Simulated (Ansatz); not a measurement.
Cost and result for the atomization energy of C2H9NOSi, SMILES `NCCO[SiH3]` (14 atoms, 13 bonds).

```xyz
14

N     0.521   -1.484   -1.472
C    -0.445   -0.402   -1.499
C    -0.111    0.608   -0.431
O    -0.233   -0.012    0.838
Si    0.213    0.738    2.230
H     0.490   -1.935   -0.566
H     0.294   -2.187   -2.164
H    -1.488   -0.723   -1.353
H    -0.391    0.101   -2.469
H     0.916    0.966   -0.578
H    -0.795    1.464   -0.498
H     1.647    1.136    2.183
H    -0.017   -0.236    3.322
H    -0.600    1.966    2.457
```

The species carries charge 0 and has multiplicity 1. The geometry is a stationary point of PBE0-D4/def2-TZVP. It is one conformer, not always the lowest. Program: Ansatz. All runs use 4 threads of an Intel Xeon Platinum 8259CL on a shared host. Times are those of one run each, without the atoms' runs, and a repeat can differ threefold. Electronic energies, without spin–orbit coupling; frozen cores. CCSD(T)/CBS adds CCSD(T) − MP2 in def2-TZVPP to the MP2 limit, and its time is that of the two runs behind it. T1 = 0.010. B3LYP takes the VWN-RPA correlation (the form of Gaussian; ORCA's B3LYP/G). HSE06 is the plane-wave form, built on full-range PBE exchange.

CCSD(T)/CBS is a level of theory with its own doubt, some kJ/mol a heavy atom from the limit and from the frozen cores, so smaller differences don't rank the functionals.

| level | functions | wall time | atomization (kJ/mol) | difference from CCSD(T)/CBS | per bond |
| --- | --- | --- | --- | --- | --- |
| revPBE-D4/def2-TZVPP | 292 | 2.5 s | 5003.9 | -57.1 | -4.4 |
| BLYP-D4/def2-TZVPP | 292 | 2.5 s | 5046.0 | -15.0 | -1.1 |
| PBE-D4/def2-TZVPP (with forces) | 292 | 3.2 s | 5118.0 | 57.0 | 4.4 |
| BHLYP-D4/def2-TZVPP | 292 | 3.7 s | 4928.7 | -132.3 | -10.2 |
| HSE06-D4/def2-TZVPP | 292 | 4.1 s | 5043.3 | -17.7 | -1.4 |
| CAM-B3LYP-D4/def2-TZVPP | 292 | 4.3 s | 5090.4 | 29.4 | 2.3 |
| r2SCANh-D4/def2-TZVPP | 292 | 5.5 s | 5015.7 | -45.3 | -3.5 |
| B3LYP-D4/def2-TZVPP (with forces) | 292 | 6 s | 5061.9 | 0.9 | 0.1 |
| CCSD(T)/def2-SVP | 119 | 6 s | 4763.7 | -297.3 | -22.9 |
| B2PLYP/def2-TZVPP | 292 | 7 s | 5002.6 | -58.4 | -4.5 |
| MP2/def2-QZVPP | 568 | 30 s | 5052.1 | -8.9 | -0.7 |
| CCSD(T)/def2-TZVPP | 292 | 3.2 min | 4926.2 | -134.8 | -10.4 |
| CCSD(T)/CBS(def2) | – | 3.7 min | 5061.0 | 0.0 | 0.0 |

In def2-TZVPP, CCSD(T) changes the Hartree–Fock value by +1270.5 kJ/mol (the triples alone add +63.3 kJ/mol) and MP2 by +1316.1 kJ/mol; breaking electron pairs costs correlation energy, which Hartree–Fock lacks. From r2SCAN to r2SCAN0 (25 % exact exchange), in def2-TZVPP and without D4, the atomization energy moves by −66.5 kJ/mol: exact exchange takes away binding that semilocal exchange gives to molecules. At CCSD(T), def2-SVP lies −297.3 kJ/mol from the extrapolated value and def2-TZVPP −134.8 kJ/mol: correlation converges slowly with the basis, and small sets miss more of it in the bonded molecule than in its fragments.
